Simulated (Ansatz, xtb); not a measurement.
# Isomers of BH5O3Si in order of energy

3 gas-phase structures of BH5O3Si, from a drawn sample of its isomers (lower ones may exist). Each was relaxed with GFN2-xTB; where two conformers were screened, the lower at r2SCAN-D4/def2-SVP is listed:

A. `OBO[SiH2]O`, a singlet
B. `OB(O)O[SiH3]`, a singlet
C. `BO[SiH](O)O`, a singlet

Estimate their order in r2SCAN-D4/def2-SVP energy at these geometries, lowest first.

Calculated order at r2SCAN-D4/def2-SVP: B (0.0), A (51.8), C (99.2) kJ/mol.

Energies above the lowest of each column, in kJ/mol; the last columns are at PBE0-D4/def2-SVP geometries and were run for some of them only (a dash: not run or not comparable):

| structure | GFN2-xTB | HF/STO-3G | r2SCAN-D4/def2-SVP | PBE0-D4/def2-SVP | CCSD(T)/def2-SVP + ΔMP2/def2-TZVPP |
| --- | --- | --- | --- | --- | --- |
| B | 20.3 | 0.0 | 0.0 | 0.0 | 0.0 |
| A | 0.0 | 118.0 | 51.8 | 53.9 | 23.7 |
| C | 16.1 | 207.9 | 99.2 | – | – |

CCSD(T)/def2-SVP + ΔMP2/def2-TZVPP puts B lowest of those it was run on; GFN2-xTB picks A. Flexible structures stand in one conformer each, not always the lowest. Frequencies (PBE0-D4/def2-SVP) were run for A, B alone. The ΔMP2 step shifts differences by up to 30.9 kJ/mol, which makes them less sure. ΔMP2 is the change of the MP2 energy from the smaller to the larger basis.

Programs: Ansatz 0.2.0, xtb 6.7.1.
